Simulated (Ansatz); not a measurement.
Ansatz (an electronic-structure program) input (B3LYP/STO-3G):

Ansatz 0.2 input:
```yaml
crystal:
  periodic: [false, false, false]
  atoms:
    - {symbol: Si, position_ang: [2.09564600, 0.13034500, 0.01705500]}
    - {symbol: C, position_ang: [0.24683900, 0.08122200, 0.04829800]}
    - {symbol: C, position_ang: [-0.60784800, 0.90437500, 0.65716700]}
    - {symbol: C, position_ang: [-2.01126100, 0.58085900, 0.47973900]}
    - {symbol: C, position_ang: [-2.05129700, -0.52036800, -0.29271900]}
    - {symbol: C, position_ang: [-0.65205300, -0.94697600, -0.64228900]}
    - {symbol: H, position_ang: [2.57748700, 1.28242600, 0.80953500]}
    - {symbol: H, position_ang: [2.65934500, -1.12352700, 0.57707800]}
    - {symbol: H, position_ang: [2.58981600, 0.25010600, -1.37758900]}
    - {symbol: H, position_ang: [-2.84585300, 1.12569900, 0.89231000]}
    - {symbol: H, position_ang: [-2.93777400, -1.04069100, -0.62684100]}
    - {symbol: H, position_ang: [-0.43860500, -1.96183000, -0.28851300]}
    - {symbol: H, position_ang: [-0.48973500, -0.95169300, -1.72592900]}
basis:
  gaussian:
    orbitals: STO-3G
hamiltonian:
  xc: {name: B3LYP}
magnetization: {spin_polarized: true, initial_magnetization: 1}
output: {forces: true}
```

Output:

```
Functional definition: B3LYP
integrals: 0.01 GiB planned
544 factors; integrals over basis functions are off by at most 4.8e-5 eV
mean field: 0.24 GiB planned
mean field evaluation 1: about -13016.8293 eV, gradient 1.1e1 eV
mean field evaluation 2: about -13017.3529 eV, gradient 8.8e0 eV
mean field evaluation 4: about -13017.8787 eV, gradient 1.1e0 eV
mean field evaluation 8: about -13017.7989 eV, gradient 1.7e-1 eV
mean field evaluation 16: about -13017.7998 eV, gradient 6.9e-4 eV
mean field -13017.79977330 eV, -478.3953178870 hartree, gradient 4.1e-5 eV, S^2 0.766243; 0 other end points of the search recorded, 0 dependent functions left out
the calculation of the forces begins
reference -13017.79998327 eV, -478.3953256035 hartree; 26, 25 occupied and 15, 16 virtual orbitals, 544 factors
Total energy: -13017.79998327 eV, -478.3953256035 hartree
Atom 0 at     2.095646     0.130345     0.017055 Å, force     1.091213    -0.098593    -0.108101 eV/Å
Atom 1 at     0.246839     0.081222     0.048298 Å, force     0.816081    -0.082242    -0.086824 eV/Å
Atom 2 at    -0.607848     0.904375     0.657167 Å, force     0.781735     1.460393     0.998477 eV/Å
Atom 3 at    -2.011261     0.580859     0.479739 Å, force    -0.576634    -0.212103    -0.128543 eV/Å
Atom 4 at    -2.051297    -0.520368    -0.292719 Å, force    -0.744098     0.069529     0.075330 eV/Å
Atom 5 at    -0.652053    -0.946976    -0.642289 Å, force     0.585589    -0.638059    -0.469223 eV/Å
Atom 6 at     2.577487     1.282426     0.809535 Å, force    -0.276164    -0.667807    -0.459475 eV/Å
Atom 7 at     2.659345    -1.123527     0.577078 Å, force    -0.359769     0.769689    -0.306402 eV/Å
Atom 8 at     2.589816     0.250106    -1.377589 Å, force    -0.318843    -0.038847     0.844137 eV/Å
Atom 9 at    -2.845853     1.125699     0.892310 Å, force    -0.573697     0.372033     0.281852 eV/Å
Atom 10 at    -2.937774    -1.040691    -0.626841 Å, force    -0.522683    -0.385981    -0.252654 eV/Å
Atom 11 at    -0.438605    -1.961830    -0.288513 Å, force     0.060826    -0.514861     0.148446 eV/Å
Atom 12 at    -0.489735    -0.951693    -1.725929 Å, force     0.036443    -0.033153    -0.537020 eV/Å
Dipole moment:    -0.020108    -0.141436    -0.098678 e Å
```

The geometry given is a B3LYP-D3(BJ)/def2-TZVP minimum.
